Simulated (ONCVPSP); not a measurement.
## What one change does to a pseudopotential (titanium, ONCV)

ONCVPSP 4.0.1 input, shortened (lines: element, Z, core and valence counts, functional; n l f; lmax; l rc ep ncon nbas qcut; lloc lpopt rc5 dvloc0; l nproj debl; icmod fcfact rcfact), PBEsol, scalar-relativistic:

```
  Ti 22.00    3    3  -116133      upf
    1    0    2.00
    2    0    2.00
    2    1    6.00
    3    0    2.00
    3    1    6.00
    3    2    2.00
    2
    0    0.95    0.00    3    7    6.00
    1    1.35    0.00    5    9   13.00
    2    1.55    0.00    5   10   10.70
    4    4    0.90    6.00
    0    2    1.70
    1    2    4.00
    2    2    2.40
    1    0.70    0.00
```

In the s channel the program set the typed energies aside and used -2.878, 0.250 Ha.

All-electron outer shells of the reference configuration (PBEsol, scalar-relativistic, ld1.x):

```
shell  level (eV)  outermost node (bohr)  outermost maximum (bohr)
   3s      -78.33                   0.40                      0.87
   3p      -54.64                   0.37                      0.90
   3d      -19.62                      –                      0.97
```

Change: all radii but the core radius scaled by about 1.17 (s 1.12, p 1.58, d 1.82 bohr); local potential polynomial inside 1.06 bohr (lpopt 4, dvloc0 6 Ha).

Cutoffs: the cutoffs (Ha) at which the residual kinetic energy of the hardest occupied pseudo-wave falls to 1 and 0.1 mHa per electron; they do not see the model core or the augmentation charge, which bear on the density cutoff. Errors are all-electron minus pseudo energies relative to the spin-unpolarised reference configuration.

Problem. What does the change do?

Solution. Of the 4 tests that both files solve, the error grows in 4 and shrinks in 0 by more than 15 % and 0.3 meV (median size 0.5 → 1.5 meV); neither file shows a bound ghost. More of the atom is replaced by a form fitted at one configuration, so other configurations suffer.

```tsv
quantity	base	changed
cutoffs, loose and tight	not determined	95 Ha, 158 Ha
bound ghosts	none	none
GHOST(+) flags under 300 eV	none	none
error for 3s2 3p6 3d2 4s2, meV [ΔE -20.83 eV]	+0.7	+1.8
error for 3s2 3p6 3d2 4s1, meV [ΔE -13.47 eV]	+0.2	+0.8
error for 3s2 3p6 3d1, meV [ΔE 26.90 eV]	+25	+45
error for 3s2 3p6 3d2 4s1.5, meV [ΔE -17.89 eV]	+0.4	+1.3
rms error of d²Exc/dni dnj with the model core, mHa	1.23	1.48
```
